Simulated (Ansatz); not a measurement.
CH6AlClN2 at its PBE0-D4/def2-TZVP geometry, where that method's forces vanish. Total charge 0; spin multiplicity 1. The bonds changed during the relaxation, so this is another structure than the one it started from.

```
atom    x (Å)    y (Å)    z (Å)
  N1  -0.6313  -0.3624  -1.1261
  C2   0.3929   0.7803  -1.0596
 Al3  -0.2095   0.3012   0.7097
  N4   0.7265  -0.7150   1.8157
 Cl5  -1.9916   1.1826   1.4489
  H6  -1.4924  -0.1005  -1.5867
  H7  -0.2730  -1.2082  -1.5478
  H8   1.3480   0.4470  -1.4598
  H9   0.0428   1.6464  -1.6150
 H10   1.7082  -0.9137   1.7250
 H11   0.3793  -1.0576   2.6957
```

(1) For each bond, give half the difference of the two atoms' forces along it (eV/Å; positive pushes the atoms apart) under PBE-D4, r2SCAN-D4, B3LYP-D4, ωB97M-V in def2-TZVPP. (Estimate.)

Results:

(1) The calculation gave: 
| bond | length (Å) | PBE-D4 | r2SCAN-D4 | B3LYP-D4 | ωB97M-V |
| --- | --- | --- | --- | --- | --- |
| N1–C2 | 1.536 | 0.15 | 0.30 | 0.34 | 0.26 |
| N1–Al3 | 1.997 | -0.01 | 0.01 | 0.10 | 0.07 |
| N1–H6 | 1.011 | 0.19 | -0.02 | -0.07 | -0.08 |
| N1–H7 | 1.011 | 0.19 | -0.02 | -0.07 | -0.09 |
| C2–Al3 | 1.930 | 0.05 | 0.05 | 0.10 | 0.05 |
| C2–H8 | 1.088 | 0.07 | -0.07 | -0.12 | -0.10 |
| C2–H9 | 1.087 | 0.08 | -0.06 | -0.11 | -0.10 |
| Al3–N4 | 1.770 | -0.04 | -0.01 | -0.01 | 0.02 |
| Al3–Cl5 | 2.121 | 0.07 | 0.01 | 0.08 | 0.04 |
| N4–H10 | 1.006 | 0.21 | 0.03 | 0.01 | -0.01 |
| N4–H11 | 1.006 | 0.21 | 0.03 | 0.01 | -0.01 |

B3LYP here is the variant with VWN-RPA as its local correlation; programs differ in this.

Results of the Gaussian-basis code of Ansatz.
